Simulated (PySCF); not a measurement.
# Diatomics of F with the second period

PBE0 with double-zeta basis sets in PySCF, for the lowest determinant that a PBE0 search found; no spin–orbit coupling. De refers to high-spin ground-configuration atoms. A positive dipole means M(−)F(+).

```csv
M,basis,state (unpaired electrons),Re (Å),ωe (cm⁻¹),De (eV),μ (D)
Li,cc-pVDZ,singlet (closed shell),1.578,982,5.56,-6.15
Be,aug-cc-pVDZ,doublet (σ ↑),1.397,1214,5.87,-1.31
B,x2c-SVPall,singlet (closed shell),1.263,1427,7.85,1.20
C,def2-SVPD,doublet (π ↑),1.270,1341,5.85,0.79
O,def2-SVP,doublet (π ↑),1.324,1171,2.39,0.06
F,def2-SVP,singlet (closed shell),1.377,1080,1.57,n/a
```

The shortest bond is that of BF (1.263 Å), the longest that of LiF (1.578 Å). BF is bound most strongly (7.85 eV) and F2 least (1.57 eV).

The rows differ in basis set, which adds steps of its own.

The state changes along the series, so neighbouring rows are not always alike in their bonding.

States were picked by a PBE0 search and need not be the measured ground states.
